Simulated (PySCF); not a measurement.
Job for PySCF: D3(BJ) and D4 dispersion corrections on BFH4N2 (SMILES NB(N)F), a point of a torsion scan.

```python
from pyscf import gto
from pyscf.dispersion import dftd3, dftd4

mol = gto.M(
    atom='''
    N     1.28802414   -0.17541842    0.18603560
    B    -0.00985318    0.30264618    0.45452610
    N    -0.41202020    0.84983550    1.67747806
    F    -0.93600065    0.20816590   -0.52206121
    H     1.88799348   -0.54479511    0.89928047
    H     1.46783183   -0.59308432   -0.71063880
    H    -1.33826895    1.20969337    1.81379856
    H     0.20293546    0.99840905    2.45417030
    ''',
    basis='def2-svp',
    charge=0, spin=0, verbose=0, max_memory=1800)
d3, d4 = {}, {}
for xc in ['hf', 'pbe', 'blyp', 'revpbe', 'tpss', 'r2scan', 'b3lyp', 'pbe0', 'bhlyp', 'camb3lyp', 'b2plyp']:
    d3[xc] = float(dftd3.DFTD3Dispersion(mol, xc=xc, version='d3bj', atm=False).get_dispersion()['energy'])
    print(f'D3(BJ) {xc:10s} {d3[xc]:14.8f} Eh')
for xc in ['hf', 'pbe', 'blyp', 'revpbe', 'tpss', 'r2scan', 'b3lyp', 'pbe0', 'bhlyp', 'camb3lyp', 'b2plyp']:
    d4[xc] = float(dftd4.DFTD4Dispersion(mol, xc={'camb3lyp': 'cam-b3lyp'}.get(xc, xc), atm=True).get_dispersion()['energy'])
    print(f'D4     {xc:10s} {d4[xc]:14.8f} Eh')
```

It printed:

```
D3(BJ) hf            -0.03528344 Eh
D3(BJ) pbe           -0.00396415 Eh
D3(BJ) blyp          -0.00824286 Eh
D3(BJ) revpbe        -0.01055000 Eh
D3(BJ) tpss          -0.00486450 Eh
D3(BJ) r2scan        -0.00104561 Eh
D3(BJ) b3lyp         -0.00667455 Eh
D3(BJ) pbe0          -0.00328966 Eh
D3(BJ) bhlyp         -0.00504151 Eh
D3(BJ) camb3lyp      -0.00278705 Eh
D3(BJ) b2plyp        -0.00295222 Eh
D4     hf            -0.01537063 Eh
D4     pbe           -0.00376350 Eh
D4     blyp          -0.00867593 Eh
D4     revpbe        -0.01392339 Eh
D4     tpss          -0.00511600 Eh
D4     r2scan        -0.00090382 Eh
D4     b3lyp         -0.00604251 Eh
D4     pbe0          -0.00309858 Eh
D4     bhlyp         -0.00405968 Eh
D4     camb3lyp      -0.00305650 Eh
D4     b2plyp        -0.00260518 Eh
```

The run finished.

Cost: very roughly 0.020 core-seconds.
